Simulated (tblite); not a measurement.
Run record: tight-binding relaxation, `C([CH2][GeH2][CH2]C)#[N+][BH3-]`.

Computed with GFN2-xTB geometry optimisation, gas phase (tblite 0.8.0). Start geometry: from a force field or distance geometry. A driver script takes a list of jobs; this job's settings line and coordinates (Å) are shown.

Command:
```bash
OMP_NUM_THREADS=1 python probes_run.py task.json out
```

Input:
```
{"job": {"kind": "relax", "xc": "GFN2-xTB", "basis": "xTB"}, "charge": 0, "multiplicity": 1}
B      2.959500    -0.919800     1.708600
N      2.058500    -0.721800     0.524300
C      1.378800    -0.579600    -0.376200
C      0.487800    -0.376300    -1.539800
Ge    -0.629600     1.180300    -1.231300
C     -1.607100     1.007400     0.440000
C     -2.505200    -0.212600     0.411100
H      3.980100    -0.328200     1.537700
H      2.419200    -0.496000     2.685800
H      3.171500    -2.079000     1.857600
H     -0.157300    -1.280600    -1.659900
H      1.096000    -0.238900    -2.443300
H     -1.640700     1.323200    -2.398100
H      0.273100     2.443200    -1.178900
H     -0.876800     0.925000     1.277600
H     -2.217400     1.921800     0.611400
H     -3.230000    -0.134800    -0.419500
H     -3.069900    -0.289100     1.369500
H     -1.900300    -1.135000     0.299300
```

Output:
```
step      E/eV     max force
  0    -563.66784    3.254
  1    -563.60992    6.639
  2    -563.83731    0.801
  3    -563.85638    0.474
  4    -563.87473    0.655
  5    -563.89283    0.395
  6    -563.90627    0.345
  7    -563.91551    0.201
  8    -563.92117    0.216
  9    -563.92470    0.124
... (30 lines left out)
 40    -563.93439    0.013
 41    -563.93441    0.012
 42    -563.93443    0.014
 43    -563.93446    0.018
 44    -563.93449    0.012
 45    -563.93451    0.012
 46    -563.93454    0.013
 47    -563.93456    0.014
 48    -563.93458    0.010
 49    -563.93460    0.010
```

«max force» is the largest atomic force in eV/Å.

**Question.** From which step on does the largest force stay under 0.1 eV/Å, and how much energy is left to gain from there?

**Answer.** From step 11 (0.089 eV/Å), 6.3 meV above the end.

Main results: energy lowered by 6.2 kcal/mol over 49 steps; largest atomic force 0.010 eV/Å at the end.

**Question.** Give the final coordinates.

**Answer.** 0.077 Å rms from the input after alignment:
```
atom  x, y, z in Å
B1     2.9188   -0.9096    1.7009
N2     2.0656   -0.7340    0.5156
C3     1.4100   -0.6094   -0.4228
C4     0.5609   -0.3936   -1.5421
Ge5   -0.6078    1.2157   -1.2135
C6    -1.6226    1.0037    0.4748
C7    -2.5287   -0.2218    0.4764
H8     3.9172   -0.2985    1.4676
H9     2.3001   -0.4539    2.6152
H10    3.1058   -2.0841    1.8022
H11   -0.0691   -1.2713   -1.7028
H12    1.1628   -0.2348   -2.4389
H13   -1.5026    1.3231   -2.4260
H14    0.2779    2.4327   -1.2048
H15   -0.9053    0.9366    1.2949
H16   -2.2176    1.9027    0.6425
H17   -3.2346   -0.1812   -0.3523
H18   -3.0961   -0.2771    1.4034
H19   -1.9445   -1.1360    0.3857
```

On Arm Neoverse V2, one thread, shared host, this took 0.28 s of wall time.
Labels such as C1 count atoms from 1, the log's own numbers from 0.
